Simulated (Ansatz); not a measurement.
Gas-phase electronic energies from Ansatz, PBE0-D4/def2-TZVP geometries. CBS: MP2 limit from def2 TZ/QZ plus the TZ coupled-cluster correction, frozen cores. This one scheme is used for every species, atoms too. DFT in def2-TZVPP. B3LYP here is the variant with VWN-RPA as its local correlation; programs differ in this. Open shells (•) are unrestricted, without spin–orbit coupling. Spin–orbit coupling would lower the free atoms: a little for Cl. One conformer a species, not always the lowest.

`[SiH3]O[SiH]([SiH3])Cl` → Cl• + `[SiH3]O[SiH][SiH3]`•  (homolysis of the Cl–Si bond)

`[SiH3]O[SiH]([SiH3])Cl`:

```xyz
12

Si    0.587   -1.483   -1.641
O     0.616    0.053   -1.059
Si    0.673    0.961    0.290
Si   -1.379    0.949    1.416
Cl    2.084    0.181    1.581
H     0.297   -1.404   -3.092
H    -0.478   -2.261   -0.957
H     1.899   -2.137   -1.418
H     1.148    2.310   -0.094
H    -1.277    1.781    2.643
H    -2.449    1.498    0.540
H    -1.722   -0.448    1.790
```

`[SiH3]O[SiH][SiH3]`•:

Z-matrix (Å, degrees):
```
Si
O 1 1.639
H 1 1.485 2 110.0
H 1 1.482 2 108.2 3 120.0
H 1 1.487 2 109.9 3 -120.2
Si 2 1.643 1 144.1 3 78.4
Si 6 2.341 2 113.0 1 39.8
H 6 1.492 2 107.0 1 165.1
H 7 1.488 6 107.4 2 178.5
H 7 1.491 6 113.8 2 57.7
H 7 1.488 6 109.3 2 -63.5
```

```csv
level,ΔE (kJ/mol),difference from CCSD(T)/CBS
BLYP-D4,448.2,-31.5
r2SCANh-D4,462.6,-17.1
r2SCAN0-D4,460.1,-19.6
BHLYP-D4,453.4,-26.3
CAM-B3LYP-D4,460.4,-19.3
B2PLYP,458.5,-21.2
BLYP,434.2,-45.5
PBE0,459.2,-20.5
B3LYP,444.4,-35.3
r2SCAN0,457.8,-21.9
LC-ωPBE,456.7,-23.0
RPA@PBE/def2-TZVPP,423.8,-55.9
CCSD/def2-SVP,426.5,-53.2
HF/def2-QZVPP,362.2,-117.5
MP2/CBS(def2),503.7,24.0
CCSD/CBS(def2),470.3,-9.4
CCSD(T)/CBS,479.7,0
```

Largest T1 diagnostic among the species: 0.015.

In def2-TZVPP, CCSD(T) changes the Hartree–Fock value by +98.6 kJ/mol (the triples alone add +9.4 kJ/mol) and MP2 by +122.7 kJ/mol; breaking electron pairs costs correlation energy, which Hartree–Fock lacks. At CCSD(T), def2-SVP lies −47.8 kJ/mol from the extrapolated value and def2-TZVPP −18.9 kJ/mol: correlation converges slowly with the basis, and small sets miss more of it in the bonded molecule than in its fragments.

CCSD(T)/CBS has its own doubt, a few kJ/mol and more with outer-core shells, so smaller differences from it don't rank the levels.
